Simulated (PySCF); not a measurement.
## Relaxation of singlet Bi₂S

Level of theory: PBE0/[S def2-TZVP, Bi def2-TZVP with ECP60], scalar-relativistic core potentials, density fitting, no spin–orbit coupling, PySCF. A (50,194) grid was used.

A hand-made bent start, of C2v symmetry, held to at least that symmetry:

```xyz
3
charge 0 multiplicity 1, angstrom
S     0.0000    0.0000   -1.3534
Bi    2.0806    0.0000    0.1035
Bi   -2.0806    0.0000    0.1035
```

Optimiser trace:
```tsv
step	E − E(last) (kJ/mol)	largest gradient (Eh/bohr)
0	99.47	0.03381
1	62.57	0.02624
2	8.83	0.01257
3	1.43	0.00759
4	0.26	0.00248
5	0.00	0.00035
6	0.00	0.00001
```

It ends at C2v with Bi–Bi 3.184 Å, S–Bi 2.439 Å (×2); Bi–Bi–S 49.2° (×2), Bi–S–Bi 81.5°. A frequency run shows a minimum.

No spin–orbit coupling is included, which matters more the heavier the element.

The relaxation took roughly 80 core-seconds on a shared host.
